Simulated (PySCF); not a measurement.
**Which orbitals make which state**

C2H8FPSi2.
SMILES: `F/C([SiH3])=C\[SiH2]P`

Method used: TDDFT B3LYP/def2-SVPD, vertical, gas phase, core orbitals frozen in the response (PySCF 2.14.0, density-fitted response routines). The structure is a single GFN2-xTB conformer in the gas phase; no vibrational or solvent corrections. Torsions of this conformer, `[F:1]/[C:2]([SiH3:3])=[CH:4]\[SiH2:5][PH2:6]`: C2–C4–Si5–P6 84°, H–P6–Si5–C4 -169°, H–P6–Si5–C4 -76°.

Orbital energies (eV): HOMO-3 -9.23, HOMO-2 -8.72, HOMO-1 -7.72, HOMO -7.15, LUMO -1.18, LUMO+1 -0.12, LUMO+2 0.23.

Task: Among the lowest singlets, which states do these configurations lead, and at what energies: HOMO→LUMO, HOMO→LUMO+1, HOMO-1→LUMO+1, HOMO-1→LUMO?

Result: 

| state | leading configuration | weight | Δε (eV) | E (eV) | E − Δε (eV) | f | other configurations |
| --- | --- | --- | --- | --- | --- | --- | --- |
| S1 | HOMO→LUMO | 0.93 | 5.96 | 5.25 | -0.72 | 0.068 | – |
| S2 | HOMO-1→LUMO | 0.77 | 6.53 | 6.19 | -0.34 | 0.342 | H-2→L (10%) |
| S3 | HOMO→LUMO+1 | 0.78 | 7.03 | 6.29 | -0.74 | 0.077 | – |
| S6 | HOMO-1→LUMO+1 | 0.63 | 7.60 | 6.68 | -0.92 | 0.037 | H→L+3 (14%), H→L+2 (9%) |

E − Δε runs from -0.92 to -0.34 eV. Among themselves, these states come in the order of their orbital differences. Δε is the difference of the two orbital energies.

H and L stand for HOMO and LUMO. The other states: S4 6.32 eV, f 0.029, H-2→L (45%), H→L+2 (25%), H→L+1 (10%); S5 6.45 eV, f 0.0072, H→L+3 (34%), H-2→L (29%), H→L+2 (24%); S7 6.84 eV, f 0.014, H→L+3 (34%), H-1→L+1 (28%), H→L+2 (27%); S8 6.97 eV, f 0.0062, H→L+4 (50%), H→L+5 (22%), H→L+6 (16%).

Triplets, Tamm–Dancoff:

| state | E (eV) | λ (nm) | main configurations (H = HOMO, L = LUMO) |
| --- | --- | --- | --- |
| T1 | 4.02 | 308.5 | H-1→L (60%), H→L (32%) |
| T2 | 5.12 | 242.4 | H→L (62%), H-1→L (30%) |
| T3 | 5.61 | 220.8 | H→L+1 (40%), H→L+2 (30%), H→L+4 (10%) |

Summed over the main configurations (up to three a state, each over 8%) of all 8 singlets, the electron leaves HOMO with weight 4.34, HOMO-1 with weight 1.68 and HOMO-2 with weight 0.85.
